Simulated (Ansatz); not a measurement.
Computed with Ansatz on PBE0-D4/def2-TZVP structures; ΔE is electronic, products minus reactants. CCSD(T)/CBS is the MP2 limit (def2-TZVPP, def2-QZVPP) plus CCSD(T) − MP2 in def2-TZVPP, frozen cores. This one scheme is used for every species. Open shells (•) are unrestricted, without spin–orbit coupling. Elements past krypton have def2 core potentials. For Te outer-core shells are correlated without core-valence functions, which leaves a few kJ/mol of doubt a bond. Each species was taken in one conformer, which may not be the lowest.

Consider the hydrogen abstraction from a Te–H bond: `C=CC[TeH]` + `[SiH3]`• → `C=CC[Te]`• + SiH₄.

| species | CCSD(T)/CBS(def2) energy (Eh) |
| --- | --- |
| `C=CC[TeH]` | -385.46202 |
| `[SiH3]`• | -290.80808 |
| `C=CC[Te]`• | -384.84246 |
| SiH₄ | -291.46306 |

Task: Work out ΔE.

Result: ΔE = (-384.84246) + (-291.46306) − (-385.46202) − (-290.80808) = -0.03542 Eh = -93.0 kJ/mol.

Largest T1 diagnostic among the species: 0.015.

From r2SCAN to r2SCAN0 (25 % exact exchange), in def2-TZVPP and without D4, ΔE moves by −4.7 kJ/mol. At CCSD(T), def2-SVP lies −7.5 kJ/mol from the extrapolated value and def2-TZVPP −2.8 kJ/mol.
